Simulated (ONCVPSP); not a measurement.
**germanium (Ge), ONCV: configuration errors across variants**

ONCVPSP 4.0.1 input, shortened (lines: element, Z, core and valence counts, functional; n l f; lmax; l rc ep ncon nbas qcut; lloc lpopt rc5 dvloc0; l nproj debl; icmod fcfact rcfact), PBEsol, scalar-relativistic:

```
  Ge 32.00    5    3  -116133      upf
    1    0    2.00
    2    0    2.00
    2    1    6.00
    3    0    2.00
    3    1    6.00
    3    2   10.00
    4    0    2.00
    4    1    2.00
    2
    0    1.80    0.00    4    8    3.90
    1    2.15    0.00    5    8    4.20
    2    0.90    0.00    4    9   14.40
    2    5    0.90    0.00
    0    3    3.20
    1    2    0.70
    2    0    2.60
    3    5.50    1.10
```

All-electron excitation energies from the reference (eV): (1) 3d10 4s2 4p1 7.453; (2) 3d10 4s2 4p0 22.902; (3) 3d10 4s1 4p0 57.691; (4) 3d10 4s1 4p2 16.183.

A true bound ghost makes a file unfit for plane-wave use even where its test errors are small: the radial tests pick states by their node count and pass the ghost by.

Errors AE − PS in meV (a dash: test not solved or not reliable):

```csv
change,(1),(2),(3),(4),bound ghosts,GHOST(+) flags above zero
base,-1.9,-8.7,-12,-2.9,"s, p",s
s: qcut 2.7; p: qcut 2.9; d: qcut 10,-2.2,-10,-16,-4.6,"s, p",none
p: debl 5.55,–,–,–,–,s,"s, p"
"core correction Teter function, fcfact 1.8, rcfact 1.1",-1.9,-8.7,-12,-2.9,"s, p",s
"d: ncon 5, nbas 10",-1.9,-8.8,-13,-3.1,"s, p",s
"core correction Teter function, fcfact 5.5, rcfact 1.4",-1.9,-8.8,-12,-3.0,"s, p",s
```

(1) Give the same row for: p: rc 1.84.

## Answers

(1) -1.9, -8.7, -12, -3.2; bound ghosts: s, p; GHOST(+) flags above zero: s.
